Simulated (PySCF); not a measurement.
A structure optimised at PBE-D3(BJ)/def2-SVP, used in a PySCF frequency run:

```xyz
12

B      0.1478     0.6630     0.2424
F      0.4599     1.8792     0.7247
O     -0.8349     0.5039    -0.6910
C     -1.5891     1.5875    -1.2144
H     -1.2765     2.5584    -0.7785
H     -1.4585     1.6280    -2.3156
H     -2.6653     1.4251    -0.9980
O      0.8325    -0.4228     0.7018
Si     0.6011    -2.0349     0.2304
H     -0.7949    -2.4849     0.5545
H      1.5902    -2.8403     1.0169
H      0.8645    -2.1987    -1.2393
```

Task: Write its SMILES and formula.

Result: COB(F)O[SiH3], CH₆BFO₂Si

Task: What are its rotational constants (standard atomic weights)?

Result: 5.0454, 1.7018, 1.3033 GHz
